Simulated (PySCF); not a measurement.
C5H7F, SMILES C(/C1CC1)=C/F. Atoms are numbered in the order given.

```xyz
13

F      0.7241     2.2497     0.0000
C     -0.5185     1.7350     0.0000
C     -0.7441     0.4211     0.0000
C      0.3021    -0.6211     0.0000
C      0.0757    -1.9194     0.7501
C      0.0757    -1.9194    -0.7501
H     -1.2924     2.5069     0.0000
H     -1.7910     0.1018     0.0000
H      1.3236    -0.2327     0.0000
H      0.9292    -2.3567     1.2752
H     -0.8800    -2.0435     1.2678
H     -0.8800    -2.0435    -1.2678
H      0.9292    -2.3567    -1.2752
```

The structure is a stationary point at B3LYP-D3(BJ)/def2-SVP. The structure was generated by enumeration; whether it is a known compound was not checked. Other conformers were not sampled.

Computed with CAM-B3LYP/def2-TZVP (PySCF).

Computed frontier levels, gap, dipole moment and polarisability:
The highest occupied level is -8.10 eV. The lowest empty level is 1.60 eV, the orbital gap comes out as 9.70 eV and the dipole moment comes out as 1.48 D. The quadrupole, principal values (traceless, Buckingham form, about the centre of nuclear charge) comes out as -4.34, -2.35, 6.69 D·Å, the mean static polarisability comes out as 59.9 bohr³ (8.88 Å³) and the polarisability, principal values comes out as 48.7, 51.7, 79.3 bohr³.
